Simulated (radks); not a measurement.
Neutral chlorine, 17 electrons, occupied as [Ne] 3s1 3p6 (not the ground configuration). All-electron calculation, scalar-relativistic Kohn-Sham, PBEsol, spin-unpolarised, spherical densities, finite nucleus; Fermi nuclear charge, rms radius 3.3654 fm. Program: a radial shooting solver on a logarithmic mesh with Libxc functionals.

Local quantities along the radius. ELF = 1/(1 + alpha^2) is the electron localisation function; alpha = (tau - tau_W)/tau_unif compares the Pauli kinetic energy density with that of the uniform gas; r v_xc is r times the local exchange-correlation potential (hartree bohr); s = |grad rho|/(2 (3 pi^2)^(1/3) rho^(4/3)) is the reduced gradient; -r V(r) is the screened charge that the Kohn-Sham potential presents (atomic units). tau is taken from the large components.

r (bohr)	ELF	alpha	r v_xc	s	-r V(r)
0.006109	1.000	0.01257	-0.1036	0.4237	16.71
0.007828	1.000	0.01352	-0.1252	0.4258	16.62
0.009951	1.000	0.01484	-0.1507	0.4312	16.51
0.01275	1.000	0.01685	-0.1825	0.4409	16.37
0.01621	1.000	0.01976	-0.2188	0.4550	16.19
0.02077	0.999	0.02442	-0.2621	0.4756	15.96
0.02641	0.999	0.03179	-0.3090	0.5032	15.69
0.03357	0.998	0.04447	-0.3590	0.5408	15.34
0.04302	0.995	0.06917	-0.4108	0.5934	14.91
0.05469	0.986	0.1186	-0.4562	0.6612	14.41
0.07009	0.948	0.2354	-0.4919	0.7483	13.79
0.0891	0.794	0.5090	-0.5105	0.8306	13.10
0.1142	0.444	1.119	-0.5144	0.8352	12.26
0.1451	0.246	1.748	-0.5194	0.6442	11.35
0.186	0.320	1.457	-0.5883	0.3703	10.34
0.2364	0.598	0.8194	-0.7061	0.3004	9.308
0.3006	0.800	0.5005	-0.8073	0.3894	8.211
0.3852	0.858	0.4073	-0.8576	0.5631	7.072
0.4897	0.800	0.4995	-0.8277	0.8115	6.017
0.6275	0.403	1.216	-0.7166	1.107	4.973
0.7977	0.094	3.109	-0.5946	0.8746	3.991
1.022	0.279	1.609	-0.7310	0.2915	3.220
1.299	0.729	0.6099	-0.8546	0.3695	2.484
1.665	0.818	0.4719	-0.9126	0.6176	1.799
2.117	0.769	0.5476	-0.8707	0.9370	1.271
2.691	0.609	0.8021	-0.7392	1.448	0.8813
3.449	0.310	1.492	-0.5363	2.446	0.5723
4.384	0.079	3.424	-0.4011	4.493	0.4078
5.618	0.008	10.81	-0.2875	9.899	0.2882

On this mesh the ELF has minima near r = 0.15, 0.80 bohr, which separate the shells, and maxima near 0.39 (0.86), 1.7 (0.82).

Self-consistent cycle (total energy in hartree, residual of the potential): 1: -460.235825, 1e+00; 2: -460.269097, 8e-01; 3: -460.294965, 2e-02; 4: -460.295150, 1e-02; 5: -460.295141, 3e-03; 6: -460.295142, 2e-03; 7: -460.295143, 5e-05; 8: -460.295143, 9e-07; 9: -460.295143, 8e-07; 10: -460.295143, 4e-07; 11: -460.295143, 2e-07; 12: -460.295143, 6e-10.
